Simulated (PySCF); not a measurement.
Mo(OSiH3)4 (triplet state).
Bonds: Mo1–O2, Mo1–O7, Mo1–O12, Mo1–O17, O2–Si3, O7–Si8, O12–Si13, O17–Si18. Hydrogens: H4, H5, H6 on Si3; H9, H10, H11 on Si8; H14, H15, H16 on Si13; H19, H20, H21 on Si18.

Computed with PySCF 2.14.0, PBE0-D3(BJ)/def2-SVP geometry optimisation, gas phase, def2 core potentials past Kr.

Problem. How far are the bound atoms from Mo1?

Solution. 4 atoms: O2 1.876 Å, O7 1.878 Å, O12 1.881 Å, O17 1.913 Å. The nearest atom not counted as bound is Si8, at 3.36 Å.

Problem. List the angles at Mo1.

Solution. 
```tsv
angle	degrees	distance of the outer atoms (Å)
O2–Mo1–O7	116.8	3.20
O2–Mo1–O12	116.4	3.19
O7–Mo1–O12	116.2	3.19
O12–Mo1–O17	102.2	2.95
O2–Mo1–O17	101.6	2.94
O7–Mo1–O17	99.2	2.89
```

Problem. What is the shape at Mo1?

Solution. Distorted tetrahedral: angles from 99.2° to 116.8°; τ4 = (360° − α − β)/141° = 0.90 with α and β the two widest (0 for a square, 1 for a tetrahedron). The Mo–O distances aren't all alike: 1.876 to 1.913 Å.

Problem. What are the other bond lengths?

Solution. O2–Si3, O7–Si8, O12–Si13 1.673 Å; O17–Si18 1.656 Å. (A selection.)

Problem. Give some angles away from the centre.

Solution. Mo1–O2–Si3 143.5°, Mo1–O7–Si8 141.7°, Mo1–O12–Si13 151.2°.

Problem. What are the rotational constants (commonest isotopes, rigid rotor)?

Solution. A = 522.4, B = 497.6, C = 388.2 MHz: an asymmetric top.

Point group: C1 (no symmetry element, even within 0.4 Å). Charge 0, triplet. ⟨S²⟩ = 2.006 (exact for a triplet: 2.00). Stationary, but not proved a minimum.
